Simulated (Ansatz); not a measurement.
Input for Ansatz (development build ahead of 0.2.0):

```yaml
crystal:
  periodic: [false, false, false]
  atoms:
    - { symbol: Cl, position_ang: [0.0, 0.0, 0.0] }
basis:
  gaussian: { orbitals: def2-TZVP }
total_charge: -1
hamiltonian:
  xc: hf
correlation:
  method: mp2
  frozen_orbitals: { Cl: 5 }
```

The input is written out in the form of the current development build from the run's settings.

Results

```json
{
  "Converged": "yes",
  "Reference energy": "-459.55562 hartree",
  "Correlation energy": "-0.19468 hartree",
  "Total energy": "-459.75031 hartree",
  "Spin squared of the determinant": "0.000"
}
```

Caution: no diffuse functions for an anion.
